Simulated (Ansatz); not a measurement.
Born–Oppenheimer molecular dynamics of a periodic cell of 17 atoms, Si16C (host Si, host structure diamond, interstitial C). It goes on from the last frame of an earlier run, with new velocities.

Method: Ansatz 0.2.0, DFT PBEsol, scalar-relativistic, plane waves, PAW. Settings: accuracy low, PAW set soft_1, cutoff 420 eV, k mesh 2x2x2, fermi-dirac smearing 0.02 eV, spin collinear.

- ensemble: NVT, Langevin thermostat
- time step: 1 fs
- steps asked: 140
- set temperature: 1680 K
- friction: 0.01 /fs
- seed: 977825

First frame:

```xyz
17
Lattice="0.0000 5.4300 5.4300 5.4300 0.0000 5.4300 5.4300 5.4300 0.0000" Properties=species:S:1:pos:R:3
Si 0.698 1.081 0.056
Si 2.179 2.202 2.609
Si 3.514 3.739 0.889
Si 5.358 5.431 2.077
Si 3.242 -1.152 3.232
Si 3.908 0.801 4.294
Si 5.488 2.589 1.411
Si 6.612 2.566 3.871
Si -0.175 2.850 2.826
Si 0.871 4.868 3.534
Si 2.920 5.711 3.019
Si 3.830 7.142 4.570
Si 1.588 2.753 4.922
Si 3.830 2.690 6.090
Si 4.304 4.029 4.416
Si 5.647 6.284 5.340
C 8.057 8.578 10.287
```

Question: What does the run give?

Answer: All steps were run.

* steps done: 140
* time covered: 140 fs
* mean temperature over the second half: 1565 K
* spread of the potential energy over the second half: 23.5 meV per atom
* mean potential energy of the second half above the start: -1.8 meV per atom

A run of 0.14 ps of so small a system gives no equilibrium averages. Limits of this set-up: coarse k mesh, PAW files made for another functional, low accuracy level.

Question: What happens to the structure?

Answer: Mean squared displacements from the first frame to the last, about the centre of mass: Si 0.73 Å², C 0.14 Å². This is one draw of velocities; another would differ in detail.

Question: How do temperature and energy run in time?

Answer: 
| time (fs) | T (K) | potential energy less start (eV) |
| --- | --- | --- |
| 0.0 | 1581 | 0.000 |
| 7.0 | 1477 | 0.058 |
| 14.0 | 1529 | -0.192 |
| 21.0 | 1761 | -0.537 |
| 28.0 | 1867 | -0.336 |
| 35.0 | 1476 | 0.456 |
| 42.0 | 1648 | 0.473 |
| 49.0 | 2196 | -0.175 |
| 56.0 | 2342 | -0.380 |
| 63.0 | 2386 | -0.371 |
| 70.0 | 1989 | -0.373 |
| 77.0 | 1627 | -0.129 |
| 84.0 | 1739 | 0.037 |
| 91.0 | 1604 | 0.084 |
| 98.0 | 1368 | 0.442 |
| 105.0 | 1346 | 0.643 |
| 112.0 | 1502 | 0.370 |
| 119.0 | 1747 | -0.346 |
| 126.0 | 1490 | -0.654 |
| 133.0 | 1552 | -0.471 |
| 140.0 | 1596 | -0.075 |

The run took 18 min on 1 thread of Intel(R) Xeon(R) 6975P-C (Granite Rapids), with other jobs on the host, peak memory 0.77 GiB.
